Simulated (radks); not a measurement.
Task: Species: Mo+. Configuration: [Kr] 4d3 5s1 5p1 (not the ground configuration). Method: Dirac Kohn-Sham, PBE, spin-unpolarised, spherical densities, finite nucleus; open shells fill j = l - 1/2 first; Fermi nuclear charge, rms radius 4.4091 fm; computed with a radial shooting solver on a logarithmic mesh with Libxc functionals.

Spin-orbit splittings of the eigenvalues, e(l+1/2) - e(l-1/2), with zeta = 2 splitting/(2l+1) and mean radii in bohr:

| shell | occ. | splitting (eV) | zeta (eV) | <r> j=l-1/2 | <r> j=l+1/2 |
|---|---|---|---|---|---|
| 2p | 6 | 106.6 | 71.03 | 0.1308 | 0.1353 |
| 3p | 6 | 17.55 | 11.70 | 0.4233 | 0.4338 |
| 3d | 10 | 3.323 | 1.329 | 0.4132 | 0.4166 |
| 4p | 6 | ? | ? | 1.198 | 1.227 |
| 4d | 3 | 0.2648 | 0.1059 | 1.686 | 1.701 |
| 5p | 1 | 0.2476 | 0.1651 | 3.644 | 3.724 |

Estimate the 4p splitting.

Result: 2.564 eV (zeta = 1.710 eV).
